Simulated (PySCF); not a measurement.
Input file for PySCF: R-B3LYP/6-311+G** on C3H10Si (SMILES CC[SiH2]C).

```python
from pyscf import gto, scf, dft, mp
from pyscf.data.elements import chemcore

mol = gto.M(
    atom='''
    C    -2.17501844    0.02554444    0.08428301
    C    -0.75625331   -0.41224336    0.46782147
    Si    0.60124156    0.45680340   -0.50306950
    C     2.30651307   -0.13141905    0.01634247
    H    -2.93147032   -0.50091261    0.67025830
    H    -2.37951441   -0.17198606   -0.97019429
    H    -2.31787847    1.09578924    0.24842764
    H    -0.58258251   -0.23333274    1.53402389
    H    -0.64347666   -1.49168988    0.32280365
    H     0.40317573    0.20275481   -1.95506906
    H     0.49041361    1.92481003   -0.29152434
    H     2.41633212   -1.20507247   -0.15060405
    H     3.08842187    0.37760813   -0.55031389
    H     2.48009617    0.06334612    1.07681471
    ''',
    basis='6-311+g**',
    charge=0, spin=0, verbose=3, max_memory=1800)
mf = dft.RKS(mol, xc='b3lyp')
mf.conv_tol = 1e-8
mf.max_cycle = 100
mf.kernel()
if not mf.converged:
    mf = mf.newton().run(mf.mo_coeff, mf.mo_occ)
```

Output:

```
converged SCF energy = -409.913154716756
```

Self-consistency was reached.

Cost: roughly 15 core-seconds.
